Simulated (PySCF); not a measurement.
C₄H₆Ge, SMILES C#C[C](=C)[GeH3].

Geometry: B3LYP-D3(BJ)/def2-SVP. This is a generated structure with no PubChem entry under its InChIKey; it may be hypothetical.

The numbers are results of PBE/def2-TZVP (PySCF), not measurements.

Symmetry labels are those of the subgroup Cs that the program uses (full group Cs).

**Question.** List the valence orbital energies around the gap with their symmetry. (An estimate is asked for; the answer gives what the named calculation found.)

**Answer.** 
```json
[
 {"orbital": "HOMO−7", "symmetry": "A'", "energy (eV)": "-11.52"},
 {"orbital": "HOMO−6", "symmetry": "A'", "energy (eV)": "-10.65"},
 {"orbital": "HOMO−5", "symmetry": "A\"", "energy (eV)": "-8.93"},
 {"orbital": "HOMO−4", "symmetry": "A'", "energy (eV)": "-8.52"},
 {"orbital": "HOMO−3", "symmetry": "A'", "energy (eV)": "-8.15"},
 {"orbital": "HOMO−2", "symmetry": "A\"", "energy (eV)": "-7.94"},
 {"orbital": "HOMO−1", "symmetry": "A'", "energy (eV)": "-6.59"},
 {"orbital": "HOMO", "symmetry": "A\"", "energy (eV)": "-6.20"},
 {"orbital": "LUMO", "symmetry": "A\"", "energy (eV)": "-2.15"},
 {"orbital": "LUMO+1", "symmetry": "A'", "energy (eV)": "-0.51"},
 {"orbital": "LUMO+2", "symmetry": "A'", "energy (eV)": "0.14"},
 {"orbital": "LUMO+3", "symmetry": "A'", "energy (eV)": "0.52"}
]
```
